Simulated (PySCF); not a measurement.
Input file for PySCF: R-HF/3-21G on AsH6P (a complex), monomers drawn apart or pushed together.

```python
from pyscf import gto, scf, dft, mp
from pyscf.data.elements import chemcore

mol = gto.M(
    atom='''
    P    -0.02368630    0.12211135   -0.47461598
    H     1.38807192   -0.00196129   -0.46009729
    H    -0.23775009   -1.26422134   -0.27260405
    H    -0.11148580    0.02546532   -1.88833417
    As    0.24362915    0.43313628    3.69225716
    H     0.34244935    0.55943148    5.21084032
    H    -1.26613363    0.63337887    3.70862091
    H     0.50127913    1.92021519    3.48685532
    ''',
    basis='3-21g',
    charge=0, spin=0, verbose=3, max_memory=1800)
mf = scf.RHF(mol)
mf.conv_tol = 1e-8
mf.max_cycle = 100
mf.kernel()
if not mf.converged:
    mf = mf.newton().run(mf.mo_coeff, mf.mo_occ)
```

Output:

```
converged SCF energy = -2565.83366250144
```

Self-consistency was reached.

Cost: roughly 0.4 core-seconds.
